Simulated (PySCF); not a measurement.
Nb(O)(F)2(OH) (F2HNbO2), SMILES [OH][Nb]([F])([F])=[O], multiplicity 1.

Coordinates come from a B3LYP-D3(BJ)/def2-SVP optimisation. The spin state was assumed, not searched. The structure was generated by enumeration; whether it is a known compound was not checked. The def2 effective core potentials stand for the cores of Nb; spin–orbit coupling is left out. One conformer was computed; it need not be the lowest.

Level of theory: TDDFT-PBE/def2-SVPD in PySCF 2.14.0.

Vertical excitations.  State labels are in the subgroup Cs.

### Question
Estimate the UV-visible absorptions. (An estimate is asked for; the answer gives what the named calculation found.)

### Answer

```json
[
 {"state": "S1", "symmetry": "A\"", "energy (eV)": "5.85", "λ (nm)": "212", "f": "0.001", "main pairs": "HOMO→LUMO 91 %"},
 {"state": "S2", "symmetry": "A'", "energy (eV)": "6.01", "λ (nm)": "206", "f": "0.003", "main pairs": "HOMO−1→LUMO 64 %, HOMO→LUMO+1 32 %"},
 {"state": "S3", "symmetry": "A\"", "energy (eV)": "6.06", "λ (nm)": "204", "f": "0.000", "main pairs": "HOMO−1→LUMO+1 96 %"},
 {"state": "S4", "symmetry": "A'", "energy (eV)": "6.11", "λ (nm)": "203", "f": "0.001", "main pairs": "HOMO−2→LUMO 42 %, HOMO→LUMO+1 35 %, HOMO−1→LUMO 19 %"},
 {"state": "S5", "symmetry": "A\"", "energy (eV)": "6.16", "λ (nm)": "201", "f": "0.002", "main pairs": "HOMO−2→LUMO+1 93 %"},
 {"state": "S6", "symmetry": "A'", "energy (eV)": "6.28", "λ (nm)": "197", "f": "0.016", "main pairs": "HOMO−2→LUMO 50 %, HOMO→LUMO+1 24 %, HOMO−1→LUMO 8 %"},
 {"state": "S7", "symmetry": "A\"", "energy (eV)": "6.40", "λ (nm)": "194", "f": "0.001", "main pairs": "HOMO−3→LUMO 97 %"},
 {"state": "S8", "symmetry": "A'", "energy (eV)": "6.77", "λ (nm)": "183", "f": "0.003", "main pairs": "HOMO−4→LUMO 61 %, HOMO−3→LUMO+1 35 %"},
 {"state": "S9", "symmetry": "A\"", "energy (eV)": "6.99", "λ (nm)": "177", "f": "0.000", "main pairs": "HOMO−4→LUMO+1 60 %, HOMO→LUMO+2 37 %"},
 {"state": "S10", "symmetry": "A\"", "energy (eV)": "7.08", "λ (nm)": "175", "f": "0.003", "main pairs": "HOMO→LUMO+2 58 %, HOMO−4→LUMO+1 33 %"},
 {"state": "T1", "symmetry": "A'", "energy (eV)": "5.46", "λ (nm)": "227", "f": "0", "main pairs": "HOMO→LUMO+1 41 %, HOMO−2→LUMO 34 %, HOMO−1→LUMO 16 %"},
 {"state": "T2", "symmetry": "A\"", "energy (eV)": "5.58", "λ (nm)": "222", "f": "0", "main pairs": "HOMO→LUMO 82 %"},
 {"state": "T3", "symmetry": "A'", "energy (eV)": "5.65", "λ (nm)": "220", "f": "0", "main pairs": "HOMO−2→LUMO 54 %, HOMO→LUMO+1 43 %"},
 {"state": "T4", "symmetry": "A'", "energy (eV)": "5.66", "λ (nm)": "219", "f": "0", "main pairs": "HOMO−1→LUMO 82 %"}
]
```
Triplets are in the Tamm–Dancoff approximation, which puts them higher than full response would, so one can lie above its singlet here.
